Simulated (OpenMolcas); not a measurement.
Mn V: effect of the level shift or regulariser

```
Program             : OpenMolcas
Basis               : ANO-RCC-VQZP [7s6p4d3f2g1h]
Scalar Hamiltonian  : DKH2, point nucleus
Active space        : 3 electrons in 5 orbitals (3d)
State averaging     : 2S+1 = 4 even, 10 roots; 2S+1 = 2 even, 40 roots
Spin-orbit coupling : state interaction with AMFI integrals over the reference wave functions, term energies averaged over their components
```

Methods on the same reference wave functions:
A. CASSCF
B. MS-CASPT2, IPEA 0.25 Eh, imaginary shift 0.1 Eh (closed shells correlated: 3s 3p)
C. MS-CASPT2, IPEA 0.25 Eh, real shift 0.2 Eh (closed shells correlated: 3s 3p)

Energies in eV above 3d3 4F 3/2, the measured ground level; measured values from Corliss and Sugar, J. Phys. Chem. Ref. Data 6, 1253 (1977).

```
               Level       A       B       C  Measured
          3d3 4F 3/2  0.0000  0.0000  0.0000    0.0000
          3d3 4F 5/2  0.0446  0.0450  0.0450    0.0445
          3d3 4F 7/2  0.1053  0.1059  0.1059    0.1035
          3d3 4F 9/2  0.1808  0.1811  0.1811    0.1751
          3d3 4P 1/2  2.5524   2.114   2.115    2.0376
          3d3 4P 3/2  2.5709   2.132   2.132    2.0575
          3d3 2G 7/2  2.6160   2.211   2.212    2.2184
          3d3 4P 5/2  2.6238   2.186   2.186    2.1138
          3d3 2G 9/2  2.6784   2.274   2.275    2.2812
          3d3 2P 1/2  3.4461   2.899   2.907    2.8618
          3d3 2H 9/2  3.4538   3.120   3.118    3.0965
   3d3 2P 3/2 [64 %]  3.4639   2.885   2.891    2.8416
         3d3 2H 11/2  3.5008   3.168   3.166    3.1410
3d3 2D 3/2(1) [65 %]  3.7688   3.100   3.104    3.0588
       3d3 2D 5/2(1)  3.8049   3.104   3.105    3.0537
          3d3 2F 7/2  5.9271   5.098   5.099    5.0119
          3d3 2F 5/2  5.9544   5.125   5.126    5.0470
       3d3 2D 5/2(2)  9.2583   8.009   8.011    7.7624
       3d3 2D 3/2(2)  9.2905   8.042   8.044    7.7928
```

Deviations, from unrounded energies. A percentage is the sum of absolute deviations over the sum of measured energies, with the sign that they share, or ± where signs differ.

| Against measurement | Levels | A | B | C |
| --- | --- | --- | --- | --- |
| mean absolute deviation (cm-1) | 18 | 4700 | 510 | 520 |
| fine structure of the ground term (%) | 3 | +2.4 | +2.7 | +2.7 |
| other terms of the ground configuration (%) | 15 | +19.4 | ±2.1 | ±2.1 |

B, C lie about equally close to measurement and A furthest from it. The largest miss of B in the table is 3d3 2D 3/2(2), by +2000 cm-1. The ranking rests on the paired levels alone, and a cruder setting can come out closer through cancelling errors.

Between B and C the level of the table that moves most is 3d3 2P 1/2, by 66 cm-1 (lowest in B, highest in C). Moves below CASPT2's spread within the term are not significant.

The mean deviations of B to C differ by less than CASPT2's widest spread within a term (1000 cm-1), so their order carries little weight.

From A to B the spin-free energies of the other terms of 3d3 shown, above 4F, scale by factors of 0.81 to 0.90, as is usual when dynamic correlation screens the repulsion within a d or f shell.

The lowest spin-free term lies below A's lowest term by 0.371 hartree in B, 0.371 hartree in C.

CASPT2 breaks the degeneracy within a term, and the mean is taken; among the terms shown or strongly mixed into the levels shown the widest spread is 1000 cm-1 (3d3 4F, B). Without dynamic correlation excited terms often stand tens of per cent too high (terms of higher spin than the ground term too low), and those without a measured partner can miss by more than the paired ones (holds for A). Some levels mix across a computed gap that differs much from the measured one, so their mixing is not that of the real levels (holds for A). Measured partners are found by configuration, term and J. A level has none where our copy of the source lacks it or the pairing is in doubt (some pairs that miss far off the trend of their configuration count as doubtful), and it then counts in no deviation. Levels of configurations outside the active space are missing.

A share in square brackets marks a mixed level and gives the weight of the term that names it, the lowest over the columns. A number in round brackets counts repeated terms of one configuration in the order of the reference energies.
